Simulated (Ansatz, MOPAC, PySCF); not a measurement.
Complex: HCl (SMILES Cl) (first 2 atoms) with C3H6 (SMILES C=CC); geometry from B3LYP-D3(BJ)/def2-TZVP.
(charge 0, multiplicity 1):
```tsv
atom	x (Å)	y (Å)	z (Å)
Cl	0.2408	0.2111	0.5384
H	0.5492	0.0915	1.7929
C	1.1270	-0.5192	3.9529
C	0.2181	0.4404	4.1068
C	-1.2614	0.2336	4.1087
H	0.8386	-1.5570	3.8274
H	2.1875	-0.3028	3.9625
H	0.5584	1.4648	4.2346
H	-1.7335	0.8074	3.3065
H	-1.5200	-0.8174	3.9765
H	-1.6993	0.5835	5.0474
```

Counterpoise-corrected where a basis set is named; no monomer relaxation.

Rows in 6-31G* carry no dispersion term and start afresh at each structure (6-31G* with six Cartesian d functions). The state reached by PM3 isn't checked.

Programs: Ansatz (Gaussian basis) for Hartree–Fock, density functionals and correlated methods; MOPAC for PM3 (differences of heats of formation); PySCF for 6-31G* rows, the dispersion terms. Values without a source in brackets are computed.

Problem. One of these levels gives -2.22 kcal/mol for the interaction energy. Which one is it?
(A) PM3
(B) SVWN5/def2-TZVPPD
(C) B3LYP/6-31G*
(D) PBE-D4/def2-TZVPPD

Solution. A, PM3. The others give -6.98 (SVWN5/def2-TZVPPD), -4.95 (PBE-D4/def2-TZVPPD), -3.01 (B3LYP/6-31G*)

Ansatz is a quantum-chemistry and plane-wave program.
